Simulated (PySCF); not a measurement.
## Polarisability and C₆ of Pd (palladium, neutral)

[Kr] 4d10, closed-shell 1S. Calculation: PySCF 2.14, in aug-cc-pwCVTZ-DK (11s10p8d4f3g, 136 functions); the spin-free X2C one-electron Hamiltonian (Gaussian nucleus). Coupled (time-dependent) response in atomic units; α is the mean over directions.

```csv
method,mean α (bohr³),C₆ (like pair),S(−4)
UHF,18.94,125.8,240.5
PBE,26.63,174.9,705.5
```

S(−4) is the Cauchy moment in α(ω) = α(0) + S(−4) ω² + …

Reference α: 26.14 ± 0.1 bohr³ (recommended; Schwerdtfeger and Nagle, table of static dipole polarizabilities (2023 update)). Published C₆: 628.0 (Gould and Bucko (2016)).

α(iu) at PBE:

```json
{"u (hartree)": "0", "α(iu) (bohr³)": "26.63"}
{"u (hartree)": "0.0500", "α(iu) (bohr³)": "25.04"}
{"u (hartree)": "0.100", "α(iu) (bohr³)": "21.68"}
{"u (hartree)": "0.200", "α(iu) (bohr³)": "15.91"}
{"u (hartree)": "0.300", "α(iu) (bohr³)": "12.61"}
{"u (hartree)": "0.500", "α(iu) (bohr³)": "9.218"}
{"u (hartree)": "0.750", "α(iu) (bohr³)": "6.872"}
{"u (hartree)": "1.00", "α(iu) (bohr³)": "5.313"}
{"u (hartree)": "1.50", "α(iu) (bohr³)": "3.403"}
{"u (hartree)": "2.00", "α(iu) (bohr³)": "2.349"}
{"u (hartree)": "3.00", "α(iu) (bohr³)": "1.309"}
{"u (hartree)": "5.00", "α(iu) (bohr³)": "0.5782"}
```
